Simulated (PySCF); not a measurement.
# Bi+: excitation energy

Bi+ [Xe] 4f14 5d10 6s2 6p2 (3P) → Bi+ [Xe] 4f14 5d10 6s1 6p3 (5S), as a difference of total energies. Computed with PySCF 2.14 in aug-cc-pVTZ-PP with one added diffuse shell each of d, f type with ECP60MDF (6s5p5d3f, 67 functions), with scalar relativity through the core potential. Correlated levels: valence: 5s2 5p6 5d10 frozen. The calculations carry no spin-orbit coupling.

```csv
method,excitation energy (eV)
UHF,6.237
LDA,8.998
PBE,8.679
PBE0,8.222
r2SCAN,8.028
B97-3,8.613
MN15,8.752
wB97M-V,8.092
PW91,8.689
MP2 (valence),6.892
SCS-MP2 (valence),7.186
```

**Question.** How much does correlation contribute at MP2 (valence)?

**Answer.** 6.892 − (6.237) = 0.655 eV, measured against UHF.

Spin-orbit coupling is strong in these open shells (close to jj coupling). The scalar numbers leave it out and a first-order estimate fails, so it can dominate the gap to the real levels.
